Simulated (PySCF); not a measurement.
Species: C3H10B2.
Geometry (PBE0-D3(BJ)/def2-SVP, Å), atoms numbered from 1 in this order:
```xyz
15
C3H10B2 angstrom
B     -2.5717   -0.1159   -0.4163
C     -1.4830    0.6204    0.4041
B     -0.1347    0.5135   -0.3949
C      1.1158   -0.2235    0.1885
C      2.2685   -0.5253   -0.7603
H     -3.0040   -1.1915   -0.0654
H     -2.9782    0.3558   -1.4546
H     -1.3890    0.2810    1.4454
H     -1.7177    1.7019    0.3349
H     -0.0661    1.0602   -1.4787
H      0.7942   -1.1253    0.7422
H      1.4515    0.4613    0.9984
H      3.1222   -0.9955   -0.2475
H      1.9542   -1.2088   -1.5650
H      2.6356    0.3921   -1.2462
```

The closed-shell ground state was solved at several levels (PySCF, density fitting, gas phase, non-relativistic).

| level | basis functions | HOMO (eV) | LUMO (eV) | gap (eV) | dipole (D) |
| --- | --- | --- | --- | --- | --- |
| CAM-B3LYP/pcSseg-2 | 320 | -9.90 | -0.61 | 9.29 | 1.04 |
| B3LYP/pcJ-1 | 235 | -8.32 | -1.90 | 6.42 | 1.03 |
| PBE0/pcSseg-1 | 135 | -8.51 | -1.69 | 6.82 | 1.03 |

Question: What might CAM-B3LYP/def2-SVPD (180 basis functions) give for the same quantities?

Answer: HOMO -9.93 eV, LUMO -0.60 eV, gap 9.33 eV, dipole 1.05 D.

Question: Over all these levels, which gives the widest orbital gap and which the narrowest?

Answer: CAM-B3LYP/def2-SVPD (range-separated hybrid) has the widest, 9.33 eV, and B3LYP/pcJ-1 (global hybrid, 20 % exact exchange) the narrowest, 6.42 eV. Functional and basis both differ between the two, so the spread mixes both effects.

Question: How far do the dipole and the HOMO energy spread over the levels?

Answer: The dipole runs from 1.03 to 1.05 D (mean 1.04 D) and the HOMO from -9.93 to -8.32 eV.

One conformer stands for the species.
